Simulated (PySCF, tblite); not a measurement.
C₅H₁₂N₂SSi.
Cartesian coordinates in Å at the GFN2-xTB level; atoms count from 1:
```
atom  x, y, z in Å
C1     3.310    0.675    0.305
N2     1.888    0.588    0.231
C3     1.316   -0.512    0.012
C4    -0.150   -0.589   -0.071
N5    -0.783    0.671    0.110
Si6   -2.420    0.957    0.487
S7    -2.623    3.094    0.550
C8    -0.806   -1.859    0.419
C9    -0.736   -1.585   -1.048
H10    3.576    1.089    1.279
H11    3.816   -0.289    0.165
H12    3.648    1.379   -0.457
H13    1.856   -1.459   -0.131
H14   -0.072    1.374    0.286
H15   -3.288    0.446   -0.575
H16   -2.914    0.542    1.798
H17   -1.994    3.345   -0.587
H18   -0.175   -2.633    0.829
H19   -1.758   -1.756    0.913
H20   -1.639   -1.288   -1.556
H21   -0.059   -2.171   -1.651
```

Jobs on this species (21 atoms, 86 electrons) with PySCF (density fitting) and tblite. Hardware of each: an Arm Neoverse N1 with one thread, on a shared host. The host was shared with other jobs, so the times are rough.

```json
{"level and settings": "GFN2-xTB", "work": "Hessian by finite differences", "basis functions": "–", "SCF cycles": "–", "wall time": "?"}
{"level and settings": "GFN2-xTB", "work": "L-BFGS relaxation", "basis functions": "–", "SCF cycles": "–", "wall time": "3.2 s"}
{"level and settings": "PBE0/pcSseg-1", "work": "shieldings, ring-centre shieldings, charges and field gradients", "basis functions": "227", "SCF cycles": "14", "wall time": "96 s"}
```

**Question.** Fill in the missing figures.

**Answer.** 
- GFN2-xTB; Hessian by finite differences: 1.8 s

**Question.** What do all jobs in the table cost together?

**Answer.** About 1.7 min; the longest takes about 95 % of that, and about 53 times as long as the shortest.
